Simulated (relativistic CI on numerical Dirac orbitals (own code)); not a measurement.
## L2,3 absorption of nickel in several valence states

Computed multiplet spectra 2p⁶3dⁿ → 2p⁵3dⁿ⁺¹ (Dirac-Coulomb-Breit ions, Slater integrals scaled by 0.9, an assumed crystal field that grows with the charge, no charge transfer; 300 K; Lorentzian 0.4 eV and Gaussian 0.3 eV FWHM at both edges, so that L2 comes out sharper than in experiment). Peaks over 5 % are given in eV from the highest peak in the L3 region of each spectrum (height, largest 100). S of the lowest state is read from ⟨S²⟩, and the branching ratio is the share of L3, cut at the minimum between the edges.

Field parameters in Wybourne normalisation: Oh B⁴₀ = 21Dq, B⁴₄ = √(5/14) B⁴₀. The field is a parameter set, without covalency.

- Ni²⁺ (d8, Oh, 10Dq = 14050 cm⁻¹): S = 1.00, branching ratio 0.74; peaks 0.0 (100), 1.4 (8), 2.4 (26), 17.3 (25), 18.7 (25)
- Ni³⁺ (d7, Oh, 10Dq = 18150 cm⁻¹): S = 1.50, high spin, branching ratio 0.82; peaks -4.6 (67), -2.5 (74), -1.6 (79), 0.0 (100), 1.7 (18), 3.3 (7), 15.8 (22), 16.9 (21), 17.8 (24), 19.4 (5)
- Ni⁴⁺ (d6, Oh, 10Dq = 22250 cm⁻¹): S = 0.31, low spin, branching ratio 0.75; peaks -3.7 (17), -2.9 (17), 0.0 (100), 1.6 (34), 2.7 (32), 3.7 (13), 4.5 (10), 6.3 (6), 15.4 (6), 17.0 (28), 17.8 (25), 18.3 (18), 19.4 (13)

The centroid of the whole edge, which also moves with the branching ratio, lies at 860.6 (Ni²⁺), 861.1 (Ni³⁺), 866.0 (Ni⁴⁺) eV in this ionic model, in steps of 0.5 to 4.9 eV. Compounds show about 1 to 2 eV a unit and lower energies for the high valences, since ligands screen the charge. The multiplet shape follows the d count and the spin state, and so serves as a fingerprint of valence. Real compounds of Ni³⁺ are mostly low spin, since covalency shrinks the Slater integrals more than this scale does. Ni⁴⁺ lies at a spin crossover.
